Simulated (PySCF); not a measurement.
Compound: C6H9GaO2.
SMILES: `C=C[CH2][Ga@@H-]1[O]C=CC=[O+]1`

A linear-response calculation (PySCF, def2-SVPD basis, gas phase, vertical, core orbitals frozen in the response) gave these numbers; the functional is withheld.

Orbital energies (eV): HOMO-3 -8.83, HOMO-2 -8.42, HOMO-1 -7.49, HOMO -6.46, LUMO -2.12, LUMO+1 0.30, LUMO+2 0.50.

```json
{"state": "S1", "E (eV)": "3.36", "f": "0.0032", "main configurations (H = HOMO, L = LUMO)": "H→L (100%)"}
{"state": "S2", "E (eV)": "4.43", "f": "0.0009", "main configurations (H = HOMO, L = LUMO)": "H-2→L (99%)"}
{"state": "S3", "E (eV)": "4.72", "f": "0.103", "main configurations (H = HOMO, L = LUMO)": "H-1→L (95%)"}
{"state": "S4", "E (eV)": "5.58", "f": "0.012", "main configurations (H = HOMO, L = LUMO)": "H-4→L (60%), H-3→L (32%)"}
{"state": "S5", "E (eV)": "5.86", "f": "0.029", "main configurations (H = HOMO, L = LUMO)": "H-3→L (64%), H-4→L (31%)"}
{"state": "S6", "E (eV)": "5.96", "f": "0.115", "main configurations (H = HOMO, L = LUMO)": "H→L+1 (62%), H→L+3 (27%)"}
```

Triplets, Tamm–Dancoff:

```tsv
state	E (eV)	λ (nm)	main configurations (H = HOMO, L = LUMO)
T1	2.80	442.3	H-1→L (52%), H→L (46%)
T2	3.58	345.9	H→L (53%), H-1→L (46%)
T3	4.05	306.3	H-2→L (98%)
T4	4.05	306.0	H→L+1 (75%)
```

Vertical ionisation energy by ΔSCF with the same functional: 8.19 eV. Mean static polarisability: 105.3 au.

Problem. Which of these was used?
A. wB97X-D
B. PBE
C. HF
D. PBE0

Solution. D. PBE0 is a global hybrid with 25% exact exchange. In this run −ε(HOMO) = 6.46 eV differs from the ΔSCF value by -1.73 eV, and S1 differs from the orbital gap of 4.34 eV by -0.98 eV. The ratio −ε(HOMO)/IP is 0.79. Small neutral molecules mostly give 0.7 to 0.83 with PBE0, 0.5 to 0.7 with PBE, 0.89 to 0.99 with wB97X-D; with Hartree–Fock the ratio is 1 or more (Koopmans' value less the relaxation energy is the ΔSCF value). The other options: PBE, a GGA without exact exchange; HF, time-dependent Hartree–Fock, 100% exact exchange; wB97X-D, range-separated, 22% exact exchange at short range and 100% at long range (ω = 0.2 bohr⁻¹).

The calculation used TDDFT PBE0/def2-SVPD, vertical, gas phase, core orbitals frozen in the response (PySCF 2.14.0, density-fitted response routines). Geometry: PBE0-D3(BJ)/def2-SVP, one conformer, isolated molecule. Relativistic effects, spin–orbit coupling among them, are left out although an element past zinc is present.

On one thread of an Arm Neoverse V2, shared host, this took 5.6 min and 1.2 GiB of memory at its peak.

Conformer computed: `[CH2:1]=[CH:2][CH2:3][Ga@@H-:4]1[O:5][CH:6]=[CH:7][CH:8]=[O+:9]1`: C1–C2–C3–Ga4 97°, C2–C3–Ga4–O5 38°.
